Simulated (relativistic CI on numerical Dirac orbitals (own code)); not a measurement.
**Pt³⁺: L2,3 absorption edge**

Computed with this model: Dirac-Coulomb-Breit CI, KLI orbitals optimised for each configuration, model QED, valence Slater integrals scaled by 0.8, multiplet model of core-to-valence dipole absorption; configurations [Xe] 4f14 5d7 → [He] 2s2 2p5 3s2 3p6 3d10 4s2 4p6 4d10 4f14 5s2 5p6 5d8; 300 K; Lorentzian 7.5 eV and Gaussian 1 eV FWHM. Energies are those of the free ion, without screening or charge transfer. The branching ratio is the share of the lower-energy edge in the whole absorption, uncertain by about 0.02 where the edges overlap. S is read from ⟨S²⟩ = S(S + 1).

Field parameters in Wybourne normalisation: Oh B⁴₀ = 21Dq, B⁴₄ = √(5/14) B⁴₀. The field is a parameter set, without covalency.

Computed curve for free ion, scaled to 100 at the maximum (points under 2 are left out and the grid is thinned):

Energy (eV), Intensity and a bar:
```
  11536.0        2.1 
  11537.0        2.2 
  11538.0        2.4 
  11539.0        2.6 
  11540.0        2.9 
  11541.0        3.1 
  11542.0        3.4 
  11543.0        3.8 #
  11544.0        4.2 #
  11545.0        4.7 #
  11546.5        5.5 #
  11547.5        6.3 #
  11548.5        7.2 ##
  11549.5        8.2 ##
  11550.5        9.6 ##
  11551.5       11.2 ###
  11552.5       13.3 ###
  11553.5       16.1 ####
  11554.5       19.7 #####
  11555.5       24.4 #######
  11556.5       31.0 #########
  11557.5       39.8 ############
  11558.5       51.7 ###############
  11559.5       66.8 ####################
  11560.5       83.4 #########################
  11561.5       96.6 #############################
  11562.5      100.0 ##############################
  11563.5       92.0 ############################
  11564.5       77.1 #######################
  11565.5       61.1 ##################
  11567.0       41.5 ############
  11568.0       32.3 #########
  11569.0       25.4 #######
  11570.0       20.4 ######
  11571.0       16.6 ####
  11572.0       13.7 ####
  11573.0       11.5 ###
  11574.0        9.8 ##
  11575.0        8.4 ##
  11576.0        7.3 ##
  11577.0        6.4 #
  11578.0        5.7 #
  11579.0        5.0 #
  11580.0        4.5 #
  11581.0        4.0 #
  11582.0        3.7 #
  11583.0        3.3 
  11584.0        3.0 
  11585.0        2.8 
  11586.0        2.5 
  11587.5        2.3 
  11588.5        2.1 
  13269.5        2.2 
  13270.5        2.8 
  13271.5        3.4 
  13272.5        3.8 #
  13273.5        3.7 #
  13274.5        3.2 
  13275.5        2.6 
  13276.5        2.0
```

The ground state has S = 1.37, and the centroid lies at 11624.09 eV.
